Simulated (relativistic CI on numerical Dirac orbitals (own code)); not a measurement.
## Ligand-field terms of d6

Computed with a parametric ligand-field model of a d^n configuration (Racah B and C, spin-orbit zeta, crystal field), exact diagonalisation.

Field parameters in Wybourne normalisation: D3d B²₀ = −7Dσ, B⁴₀ = −14Dq − 21Dτ, B⁴₃ = −14√(10/7) Dq; D4h B²₀ = −7Ds, B⁴₀ = 21(Dq − Dt), B⁴₄ = 21√(5/14) Dq; Oh B⁴₀ = 21Dq, B⁴₄ = √(5/14) B⁴₀; Td as Oh with Dq negative (B⁴₀ = 21Dq, B⁴₄ = √(5/14) B⁴₀). The field is a parameter set, without covalency.

(1) Ground term and bands for B = 720, C = 3660, ζ = 0 cm⁻¹, Td, 10Dq = -3800 cm⁻¹?

(2) Ground term and bands for B = 800, C = 3290, ζ = 0 cm⁻¹, Td, 10Dq = -2650 cm⁻¹?

(3) Ground term and bands for B = 450, C = 2270, ζ = 0 cm⁻¹, Oh, 10Dq = 4700 cm⁻¹?

(4) Ground term and bands for B = 1000, C = 4350, ζ = 0 cm⁻¹, D4h, 10Dq = 16850, Ds = 3000, Dt = -500 cm⁻¹?

(5) Ground term and bands for B = 340, C = 1420, ζ = 0 cm⁻¹, D3d, 10Dq = 13800, Dσ = 1200, Dτ = 80 cm⁻¹?

## Answers

(1) Ground term 5E with 3.00 electrons in the two orbitals of the cubic e set. Spin-allowed: 5T2 3800 cm⁻¹ (2632 nm). Lowest spin-forbidden: 3T1 15823 cm⁻¹ (632 nm), 3E 17954 cm⁻¹ (557 nm), 3T1 19252 cm⁻¹ (519 nm).

(2) Ground term 5E with 3.00 electrons in the two orbitals of the cubic e set. Spin-allowed: 5T2 2650 cm⁻¹. Lowest spin-forbidden: 3T1 15374 cm⁻¹ (650 nm), 3E 16724 cm⁻¹ (598 nm), 3T2 17855 cm⁻¹ (560 nm).

(3) Ground term 5T2 with 2.00 electrons in the two orbitals of the cubic e set. Spin-allowed: 5E 4700 cm⁻¹ (2128 nm). Lowest spin-forbidden: 3T1 7615 cm⁻¹ (1313 nm), 1A1 8910 cm⁻¹ (1122 nm), 3T2 9339 cm⁻¹ (1071 nm).

(4) Ground term 5E with 2.00 electrons in the two orbitals of the cubic e set. Spin-allowed: 5B2 11500 cm⁻¹ (870 nm), 5A1 18850 cm⁻¹ (531 nm), 5B1 28350 cm⁻¹ (353 nm). Lowest spin-forbidden: 1A1 954 cm⁻¹, 3B2 3594 cm⁻¹ (2783 nm), 3A2 6255 cm⁻¹ (1599 nm).

(5) Ground term 1A1 with 0.05 electrons in the two orbitals of the cubic e set. Spin-allowed: 1A2 12087 cm⁻¹ (827 nm), 1E 13310 cm⁻¹ (751 nm), 1A1 17486 cm⁻¹ (572 nm), 1E 18738 cm⁻¹ (534 nm). Lowest spin-forbidden: 3A2 9081 cm⁻¹ (1101 nm), 3E 10040 cm⁻¹ (996 nm), 3A1 11784 cm⁻¹ (849 nm).
